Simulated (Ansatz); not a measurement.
A run for Ansatz (a program for electronic structure): R-BHLYP/def2-TZVPPD on C2H3IO (a complex). Elements past Kr take the def2 small-core potentials; no spin–orbit coupling. Files ending in .json are basis or fitting sets from the Basis Set Exchange.

Ansatz 0.2 input:
```yaml
crystal:
  periodic: [false, false, false]
  atoms:
    - {symbol: C, position_ang: [-0.23151166, -0.46760853, 0.23182980]}
    - {symbol: O, position_ang: [0.37073125, 0.18341140, -0.45984874]}
    - {symbol: C, position_ang: [-0.84073114, -1.61734520, 3.63927146]}
    - {symbol: I, position_ang: [0.78950152, -0.21392715, 3.78246419]}
    - {symbol: H, position_ang: [-0.47959621, -2.57025896, 4.00818073]}
    - {symbol: H, position_ang: [-1.64980770, -1.23570131, 4.25110487]}
    - {symbol: H, position_ang: [-1.11842213, -1.67038612, 2.59301398]}
basis:
  gaussian:
    orbitals: def2-TZVPPD.json
hamiltonian:
  xc: {name: BHLYP}
scf: {lower_state_search: off}
```

Task: What total energy does the run end on?

Result: -450.8638 hartree.

Task: How many basis functions does it have, and what does it roughly cost on one machine?

Result: 224 functions; very roughly 5 core-seconds.
